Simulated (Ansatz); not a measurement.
An elementary step

Start structure (Si₂H₄Cl₄, closed shell), relaxed at PBE0-D4/def2-TZVP:

```csv
atom,x (Å),y (Å),z (Å)
Si1,-1.0377,-0.0755,-0.9432
Si2,0.4266,-1.1724,0.5052
Cl3,-0.7619,-0.7090,-2.8637
Cl4,-2.9767,-0.4318,-0.4153
Cl5,-0.7724,1.9679,-0.9353
H6,1.0385,2.3804,0.7136
Cl7,1.9689,2.2538,1.5904
H8,0.1238,-2.6205,0.3777
H9,1.8187,-0.8891,0.0826
H10,0.1721,-0.7037,1.8880
```

The step: Si₂H₃Cl₃ ([SiH3][Si]([Cl])([Cl])[Cl]) + HCl → SiHCl₃ ([Cl][SiH]([Cl])[Cl]) + SiH₃Cl ([SiH3][Cl]); bonds formed: Si1–H6, Si2–Cl7; bonds broken: Si1–Si2, H6–Cl7. Computed with Ansatz 0.2.0 (basis: def2-TZVPP and def2-QZVPP); correlated methods freeze the cores. Extrapolation: Hartree–Fock as exp(−7.88 √X), correlation as X^−2.97. Energies below are by CCSD(T) at an estimated basis limit (MP2 extrapolated from triple and quadruple zeta, plus CCSD(T) − MP2 in triple zeta).

Problem. What are the electronic barrier and the energy of the step, from the start structure to the end structure? (An estimate is asked for; the value comes from the calculation.)

Solution. By the calculation: Barrier 189.2 kJ/mol; step energy -90.3 kJ/mol (downhill); reverse barrier, their difference, 279.5 kJ/mol. Barrier and step energy count from the start structure, the reverse barrier from the end structure.

The saddle point: One imaginary mode of 957i cm⁻¹.
```
   pair  start (Å)  saddle (Å)  end (Å)
 Si1–H6       3.62        1.78     1.47
Si2–Cl7       3.91        2.54     2.06
Si1–Si2       2.33        2.60     4.59
 H6–Cl7       1.28        1.69     3.24
```

Zero-point energy (harmonic, PBE0-D4): ZPE is 101.5 kJ/mol at the start and 99.8 kJ/mol at the saddle, so the barrier goes from 189.2 to 187.5 kJ/mol.

The T1 diagnostic stays at or below 0.012. The end structure is not quite a true minimum (one mode of 39i cm⁻¹).

Labels in which every atom is bracketed show which atoms are joined, not bond orders.

For scale, one of the runs: CCSD(T)/def2-TZVPP, 308 basis functions, launched by `ansatz run in.yaml --threads 2 --pin off --events-out ev --progress --plain --max-ram 32768MiB --backend cuda --devices 0, --max-vram 18GiB`. Hardware: 2 CPU threads of an AMD EPYC 7R13 and a share of one NVIDIA H100, shared host. Wall time 18 s; peak host memory 0.85 GiB.
